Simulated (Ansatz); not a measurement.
ReO2⁻, relaxed as a singlet with RKS PBE-D4/def2-TZVPD in Ansatz, starting from the GFN2-xTB geometry. Force threshold 0.02 eV/Å.

In the def2 sets Re takes a core potential; there is no spin–orbit coupling. The restricted singlet is unstable: a solution with broken spin symmetry lies lower. The highest occupied level of the charge -1 singlet lies above zero (up to 0.96 eV). Its loss leaves the charge 0 doublet, which lies 1.95 eV higher (vertical, at PBE-D4/def2-TZVPD), but this difference is unsure: the doublet is doubtful (geometry relaxed on an unsound state). The relaxation made no stability test and no search for a lower SCF solution. At PBE-D4/def2-TZVPD a triplet of charge -1 lies 0.67 eV below the restricted singlet, each at its own geometry. The structure comes from a short search, and lower isomers may exist.

Start:

```xyz
3

Re    0.0000   -0.0003    0.0003
O    -1.4354   -0.6451   -0.5057
O     1.4354    0.6454    0.5054
```

```csv
step,energy (eV),largest force component (eV/Å),SCF passes
1,-6223.6151,8.912,33
2,-6224.6108,0.044,25
3,-6224.6109,0.011,21
4,-6224.6109,0.028,22
5,-6224.6112,0.059,21
6,-6224.6137,0.173,22
7,-6224.6738,0.713,86
8,-6224.9868,1.665,34
9,-6225.1585,2.714,34
10,-6225.2824,1.793,23
11,-6225.3974,0.335,29
12,-6225.3999,0.053,25
13,-6225.4001,0.002,25
```

Force components are those of the run's own axes.

End:

```csv
atom,x (Å),y (Å),z (Å)
Re1,0.018,-0.354,0.402
O2,-1.339,-0.421,-0.669
O3,1.321,0.775,0.267
```

By distances, no bond broke or formed. The bond that changes most is Re1–O2, from 1.65 to 1.73 Å (atoms count from 1).

The force fell under the threshold at step 3, but the optimiser went on and released 0.789 eV more. No frequencies were taken in this run, so the end may be a saddle point.

It took 8.5 s on 4 threads of Arm Neoverse V2 on a shared host.
